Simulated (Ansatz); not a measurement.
Input and output for GeF2Cl2 (GeCl₂F₂).

```yaml
crystal:
  periodic: [false, false, false]
  atoms:
    - {symbol: Ge, position_ang: [0.045735, -0.000237, 0.031893]}
    - {symbol: F, position_ang: [0.108619, -0.015362, 1.762857]}
    - {symbol: F, position_ang: [1.691759, 0.007494, -0.507522]}
    - {symbol: Cl, position_ang: [-0.926149, 1.775338, -0.627932]}
    - {symbol: Cl, position_ang: [-0.919973, -1.767233, -0.659297]}
basis:
  gaussian: {orbitals: ANO-RCC-VTZP, point_charges: [{charge: 1.00, position_ang: [6.504, -0.166, -1.000]}]}
hamiltonian: {xc: {name: BLYP}, dispersion: d4}
output: {forces: true}
```

```sh
$ ansatz run in.yaml --threads 4 --pin off --events-out ev --progress --plain --max-ram 3916MiB
```

Shortened log:

```
Functional definition: BLYP
1531 factors; their error is unknown
mean field evaluation 1: about -87678.7106 eV, gradient 6.1e1 eV
mean field evaluation 2: about -87645.3756 eV, gradient 1.6e2 eV
mean field evaluation 4: about -87683.6430 eV, gradient 9.4e0 eV
mean field evaluation 8: about -87683.7938 eV, gradient 3.4e-2 eV
mean field evaluation 16: about -87683.7724 eV, gradient 7.5e-5 eV
mean field -87683.77239131 eV, -3222.3192011852 hartree, gradient 7.5e-5 eV, S^2 0.000000; 0 other end points of the search recorded, 0 dependent functions left out
reference -87683.77276305 eV, -3222.3192148464 hartree; 42, 42 occupied and 129, 129 virtual orbitals, 1531 factors
Total energy: -87684.11172848 eV, -3222.3316715961 hartree
Relativity: scalar
Atom 0 at     0.045735    -0.000237     0.031893 Å, force    -0.898895     0.015475     0.029907 eV/Å
Atom 1 at     0.108619    -0.015362     1.762857 Å, force     0.144304    -0.004907     0.185504 eV/Å
Atom 2 at     1.691759     0.007494    -0.507522 Å, force     0.733609    -0.005335    -0.166828 eV/Å
Atom 3 at    -0.926149     1.775338    -0.627932 Å, force     0.041025     0.100857    -0.027708 eV/Å
Atom 4 at    -0.919973    -1.767233    -0.659297 Å, force     0.039775    -0.108868    -0.031257 eV/Å
Dipole moment:    -0.412908     0.005321    -0.153409 e Å
```

Hardware: 4 threads of Arm Neoverse N1 on a shared host. Wall time 6.5 s.

DK, ANO-RCC and x2c sets are all-electron and run with scalar relativity unless a key says otherwise.
